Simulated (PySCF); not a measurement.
Compound: (OMe)3Sn-O-SiH3, C₃H₁₂O₄SiSn.
Bonds: Sn1–O2, Sn1–O4, Sn1–O6, Sn1–O8, O2–C3, O4–C5, O6–C7, O8–Si9. Hydrogens: H10, H11, H12 on C3; H13, H14, H15 on C5; H16, H17, H18 on C7; H19, H20, H21 on Si9.

Level of theory: TDDFT CAM-B3LYP/def2-SVPD, vertical, gas phase, core orbitals frozen in the response, def2 core potentials past Kr (PySCF 2.14.0, density-fitted response routines). Isolated species at its PBE0-D3(BJ)/def2-SVP geometry (one conformer only). Spin–orbit coupling is left out.

Computed states:

```
state  E (eV)       f
   S1    5.20  0.0097
   S2    5.27   0.011
   S3    5.43   0.035
   S4    5.91   0.076
   S5    6.01   0.076
   S6    6.31   0.028
   S7    6.34   0.049
   S8    6.83   0.012
   S9    7.82  0.0041
  S10    7.88   0.025
```

Broadening: Gaussians 0.5 eV wide at half height, area fixed by f = 4.319×10⁻⁹ ∫ε dν̃. The width is an assumption, not a result. The curve ends short of the highest state used, and states not computed would add to its high-energy end.

Q: What does the envelope look like, and where are its maxima?

A: 
| E (eV) | ε (L mol⁻¹ cm⁻¹) |
| --- | --- |
| 4.45 | 1 |
| 4.52 | 5 |
| 4.58 | 11 |
| 4.65 | 29 |
| 4.71 | 61 |
| 4.78 | 134 |
| 4.84 | 242 |
| 4.91 | 442 |
| 4.98 | 741 |
| 5.04 | 1075 |
| 5.11 | 1534 |
| 5.17 | 1949 |
| 5.24 | 2395 |
| 5.31 | 2737 |
| 5.37 | 2926 |
| 5.44 | 3061 |
| 5.50 | 3189 |
| 5.57 | 3503 |
| 5.64 | 4139 |
| 5.70 | 4983 |
| 5.77 | 6227 |
| 5.83 | 7338 |
| 5.90 | 8416 |
| 5.96 | 8973 |
| 6.03 | 9106 |
| 6.10 | 8750 |
| 6.16 | 8181 |
| 6.23 | 7352 |
| 6.29 | 6564 |
| 6.36 | 5584 |
| 6.43 | 4557 |
| 6.49 | 3684 |
| 6.56 | 2751 |
| 6.62 | 2090 |
| 6.69 | 1517 |
| 6.76 | 1139 |
| 6.82 | 924 |
| 6.89 | 739 |
| 6.95 | 603 |
| 7.02 | 452 |
| 7.09 | 314 |
| 7.15 | 216 |
| 7.22 | 136 |
| 7.28 | 103 |

Maxima: 206 nm (6.01 eV), ε about 9100, made up of S4 (40%) and S5 (45%) (ε in L mol⁻¹ cm⁻¹; maxima over ε = 5, shares over 10%).

Q: On this curve, what absorbance would a 10⁻⁵ mol/L sample give at 193 nm over a 1 cm path?

A: 193 nm is 6.424 eV, where ε is about 4600 L mol⁻¹ cm⁻¹, so A = ε c l ≈ 0.046 (Beer–Lambert, with the gas-phase spectrum and the assumed width).

Q: Coming from long wavelengths, where does ε first pass 100 L mol⁻¹ cm⁻¹?

A: At about 261 nm (4.75 eV), 0.45 eV below S1.

Q: Does any computed singlet lie in the visible range?

A: No computed singlet lies in the visible range (380 to 750 nm); the lowest, at 238 nm, stands 1.94 eV above its violet end (3.26 eV).
